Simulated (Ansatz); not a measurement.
Ideal-gas functions of `[I][Zr]([I])([I])[I]` at 800 K and 1 bar, from an Ansatz frequency run at PBE0-D4/def2-TZVP.

Molar mass 598.84 g/mol, point group Td (symmetry number 12), electronic degeneracy 1, moments of inertia 2419.696, 2419.764, 2419.78 u Å². Harmonic wavenumbers (cm⁻¹, unscaled): 43, 43, 53, 53, 53, 165, 263, 263, 263.

Use S(trans) = R[1.5 ln M + 2.5 ln T − 1.1517]; rotational temperatures θ = 24.2544 K / I; S(rot) = R[ln(√π/σ · √(T³/θAθBθC)) + 1.5]; for each mode x = 1.438777 ν̃/T, S = R[x/(eˣ − 1) − ln(1 − e⁻ˣ)] and H = RT x/(eˣ − 1); 1 cm⁻¹ = 0.0119627 kJ/mol; R = 8.31446 J/(mol·K).

Task: By hand: the entropy, in J/(mol·K).

Result: Translation 209.1. Rotation: θ = 0.01, 0.01, 0.01 K, giving 137.4. Vibration, mode by mode: 29.60, 29.60, 27.86, 27.86, 27.86, 18.45, 14.62, 14.62, 14.62, in all 205.1. Electronic 0.0. Sum 551.6 J/(mol·K).

Task: By hand: H − E and G − E in kJ/mol, counted from the electronic energy.

Result: Zero-point energy ½ × 1199 × 0.0119627 = 7.2; thermal vibration 53.1; translation, rotation and pV give 4 RT = 26.6. H − E = 86.9 kJ/mol, and G − E = 86.9 − 800 × 551.6/1000 = -354.4 kJ/mol.

Vibration gives 37 % of the entropy, 142.8 J/(mol·K) of it from the modes under 150 cm⁻¹: soft modes count most, and the harmonic formula is weakest for them.
